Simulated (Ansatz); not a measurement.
Ansatz (an electronic-structure program) input (CCSD(T)/6-31G):

Ansatz 0.2 input:
```yaml
crystal:
  periodic: [false, false, false]
  atoms:
    - {symbol: C, position_ang: [1.94601255, 0.05728610, -0.34815789]}
    - {symbol: Ge, position_ang: [0.12730897, -0.03865301, -0.00907551]}
    - {symbol: O, position_ang: [-0.76956114, -1.09364960, -1.19332389]}
    - {symbol: O, position_ang: [-0.62523016, 1.64314273, -0.06258058]}
    - {symbol: O, position_ang: [-0.83072933, -0.52875982, 1.50627308]}
    - {symbol: H, position_ang: [2.48604034, 0.56304081, 0.45519824]}
    - {symbol: H, position_ang: [2.38628424, -0.91418176, -0.57617502]}
    - {symbol: H, position_ang: [-1.56289211, -1.37188961, -0.72305241]}
    - {symbol: H, position_ang: [-0.01193472, 2.16401141, -0.59239602]}
    - {symbol: H, position_ang: [-1.24329533, 0.28633272, 1.81284001]}
basis:
  gaussian:
    orbitals: 6-31G
total_charge: -1
magnetization: {spin_polarized: false}
correlation: {method: ccsd_t, electrons: outside_noble_gas}
```

End of the output:

```
reference -63683.56713004 eV, -2340.3279257570 hartree; 16, 16 occupied and 41, 41 virtual orbitals, 765 factors
second order -14.39685965 eV of doubles, -0.00000000 eV of singles
coupled cluster: 0.17 GiB planned
cycle   1  -14.31784857 eV  change    7.9e-2 eV  update   1.1e-1
cycle   2  -14.79413135 eV  change   -4.8e-1 eV  update   3.4e-2
cycle   3  -14.94702523 eV  change   -1.5e-1 eV  update   1.9e-2
cycle   4  -14.94632769 eV  change    7.0e-4 eV  update   4.5e-3
cycle   5  -14.94386448 eV  change    2.5e-3 eV  update   1.8e-3
cycle   6  -14.94366012 eV  change    2.0e-4 eV  update   6.1e-4
cycle   7  -14.94313913 eV  change    5.2e-4 eV  update   2.0e-4
cycle   8  -14.94305050 eV  change    8.9e-5 eV  update   7.2e-5
cycle   9  -14.94309383 eV  change   -4.3e-5 eV  update   2.8e-5
cycle  10  -14.94309637 eV  change   -2.5e-6 eV  update   9.8e-6
perturbative correction -0.30769662 eV, -0.0113076423 hartree
Total energy: -63698.81792304 eV, -2340.8883820622 hartree
```

It need not be the lowest isomer of its formula. Whether it binds its extra electron was not tested at this geometry.
